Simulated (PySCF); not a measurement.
Species: C8H12BN.
Structure used (PBE0-D3(BJ)/def2-SVP), in Å, numbered top down from 1:
```
atom  x, y, z in Å
C1    -3.2717   -0.5466   -0.1037
N2    -1.9117   -0.0856    0.0551
C3    -1.8269    1.2052    0.6977
B4    -0.8199   -0.8640   -0.3456
C5     0.6829   -0.4179   -0.2651
C6     1.6379   -1.3500    0.1769
C7     2.9890   -1.0229    0.2675
C8     3.4251    0.2445   -0.1176
C9     2.5029    1.1772   -0.5901
C10    1.1497    0.8496   -0.6555
H11   -3.7860   -0.6143    0.8721
H12   -3.2807   -1.5370   -0.5748
H13   -3.8560    0.1467   -0.7353
H14   -2.3912    1.1991    1.6471
H15   -2.2587    2.0025    0.0659
H16   -0.7848    1.4608    0.9210
H17   -1.0739   -1.9739   -0.7672
H18    1.3110   -2.3558    0.4570
H19    3.7080   -1.7630    0.6282
H20    4.4857    0.5020   -0.0588
H21    2.8408    2.1662   -0.9104
H22    0.4455    1.5929   -1.0399
```

Level: PBE0/pcSseg-1 in PySCF, non-relativistic, on one gas-phase PBE0-D3(BJ)/def2-SVP geometry that isn't relaxed in the solvent. The solvent is an IEF-PCM continuum (cavity from Bondi-type radii × 1.2). Specific hydrogen bonds and non-electrostatic terms are outside this model.

| run | E − E(gas) (kcal/mol) | HOMO (eV) | HOMO–LUMO gap (eV) | dipole (D) |
| --- | --- | --- | --- | --- |
| gas | 0.00 | -6.84 | 6.19 | 1.79 |
| P | -1.41 | -6.84 | 6.16 | 2.01 |
| Q | -3.25 | -6.88 | 6.12 | 2.31 |

**Question.** The runs were made in cyclohexane and dichloromethane. Which run belongs to which solvent?

**Answer.** P = cyclohexane, Q = dichloromethane. The dielectric constants are 2.017 (cyclohexane), 8.93 (dichloromethane), and the energy falls further as ε rises. In this model the ground state sees the solvent through ε alone.

**Question.** How constant is the ratio of the lowering to (ε − 1)/(2ε + 1)?

**Answer.** 
```csv
solvent,(ε − 1)/(2ε + 1),E − E(gas) (kcal/mol),ratio (kcal/mol),polarisation term (kcal/mol)
cyclohexane,0.202,-1.41,-7.0,-1.49
dichloromethane,0.420,-3.25,-7.7,-3.69
```

The ratio changes by +10.6 % in size from cyclohexane to dichloromethane. The polarisation term is half the interaction of the solute with the induced surface charges.

Hardware: an Arm Neoverse V2 with one thread, on a shared host. Cost: 50 s of wall time, 1.2 GiB resident at most. This is the whole shielding run at PBE0/pcSseg-1 in dichloromethane, SCF included.
